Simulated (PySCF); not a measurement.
C2HBN2O2, SMILES O=C=NBN=C=O.

The structure is a stationary point at TPSSh-D3(BJ)/def2-SVP. The structure was generated by enumeration, and PubChem lists no compound with its InChIKey, so it may never have been made. One conformer was computed; it need not be the lowest.

These are r2SCAN/def2-TZVP (PySCF) values and carry that method's errors.

Isolated molecule, no solvent.

Computed frontier levels, gap, dipole moment and polarisability:
| Property | Value |
|---|---|
| highest occupied level | -7.74 eV |
| lowest empty level | -2.68 eV |
| orbital gap | 5.06 eV |
| dipole moment | 0.91 D |
| quadrupole, principal values (traceless, Buckingham form, about the centre of nuclear charge) | -13.57, 5.67, 7.90 D·Å |
| mean static polarisability | 59.2 bohr³ (8.77 Å³) |
| polarisability, principal values | 29.7, 38.4, 109.5 bohr³ |
